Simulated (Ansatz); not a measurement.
Isomers of AsSe9⁻ (singlet), relaxed with PBE-D4/def2-SVP; total energies from Ansatz at PBE0-D4/def2-SVP.

```json
{"isomer": "A", "description": "point group not assigned; 7 × Se–Se 2.34 to 2.40 Å; 3 × As–Se 2.28 to 2.53 Å", "energy (Eh)": "-23844.47077"}
{"isomer": "B", "description": "point group not assigned; 7 × Se–Se 2.33 to 2.43 Å; 3 × As–Se 2.27 to 2.58 Å", "energy (Eh)": "-23844.47400"}
```

The isomers come from a short search, and lower ones may exist.

**Question.** Work out the relative energies (1 Eh = 2625.5 kJ/mol) and the Boltzmann populations at 298 K from electronic energies alone (R = 8.314 J/mol/K).

**Answer.** ΔE: A 8.5, B 0.0 kJ/mol. RT = 2.48 kJ/mol. Factors exp(−ΔE/RT): A 0.0325, B 1; sum 1.032. Populations: A 3.1 %, B 96.9 %. Zero-point energy, vibrational entropy and symmetry numbers are left out and can shift these; an error of 4 kJ/mol changes a ratio by a factor of 5.0. Over the other density-functional and correlated levels in def2 sets, the gap between B and A ranges from 2 to 13 kJ/mol.
